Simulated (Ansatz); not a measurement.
Computed with Ansatz on PBE0-D4/def2-TZVP structures; ΔE is electronic, products minus reactants. CCSD(T)/CBS adds triple-zeta CCSD(T) − MP2 to the extrapolated MP2 energy (def2 sets, frozen cores). DFT in def2-TZVPP. HSE06 is defined as in plane-wave codes. def2 core potentials past Kr. For Te outer-core shells are correlated without core-valence functions, which leaves a few kJ/mol of doubt a bond. One conformer a species, not always the lowest.

`[NH2][Al]([F])[O][SiH3]` + H₂Te → `[NH2][Al]([F])[TeH]` + silanol  (ligand exchange at the Al–O bond)

| level | ΔE (eV) |
| --- | --- |
| BLYP-D4 | 0.53 |
| PBE0-D4 | 0.37 |
| CAM-B3LYP-D4 | 0.60 |
| B2PLYP | 0.53 |
| PBE | 0.34 |
| HSE06 | 0.36 |
| LC-ωPBE | 0.46 |
| CCSD(T)/def2-SVP | 0.59 |

(1) What does CCSD(T)/CBS give? (Estimate.)

Largest T1 diagnostic among the species: 0.011.

Answers

(1) The calculation gave: +0.45 eV. The listed levels differ from it by 0.08, -0.08, 0.15, 0.08, -0.11, -0.09, 0.01, 0.14 eV.

From BLYP to BHLYP (50 % exact exchange), in def2-TZVPP and without D4, ΔE moves by +0.06 eV. At CCSD(T), def2-SVP lies +0.14 eV from the extrapolated value and def2-TZVPP +0.07 eV. Leaving LDA and LC-ωPBE aside and taking each functional with its dispersion term where it has one, the values, not all of them listed here, spread over 0.26 eV, from PBE-D4 to CAM-B3LYP-D4. LDA lies +0.03 eV from PBE without D4.
